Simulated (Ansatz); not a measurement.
Basis sets compared for CuAg₄⁺ (the lowest singlet isomer of a short search). Charge 1, multiplicity 1. Geometry PBE-D4/def2-SVP. Ansatz on 4 threads of INTEL XEON PLATINUM 8581C on a shared host; times are rough, and most runs start from earlier orbitals.

Cartesian coordinates in Å:
```
Ag -0.264 -2.511 -1.174
Ag 1.375 1.361 1.919
Ag -0.001 -0.017 -0.020
Ag -1.244 1.654 1.773
Cu 0.134 -0.487 -2.498
```

In the def2 sets Ag takes a core potential; there is no spin–orbit coupling. The structure comes from a short search, and lower isomers may exist.

```
           level  functions  energy (Eh)  HOMO (eV)  LUMO (eV)  wall time
 PBE-D4/def2-SVP        155   -2227.8032      -9.27      -7.18      1.7 s
PBE0-D4/def2-SVP        155   -2227.7324      -9.88      -6.26      3.3 s
```

(1) Estimate the rows for PBE-D4/def2-TZVP (with forces), PBE0-D4/def2-TZVP.

Answers

(1) 
```
                         level  functions  energy (Eh)  HOMO (eV)  LUMO (eV)  wall time
PBE-D4/def2-TZVP (with forces)        205   -2228.2041      -9.53      -7.26      2.6 s
             PBE0-D4/def2-TZVP        205   -2228.1183      -9.99      -6.31        5 s
```
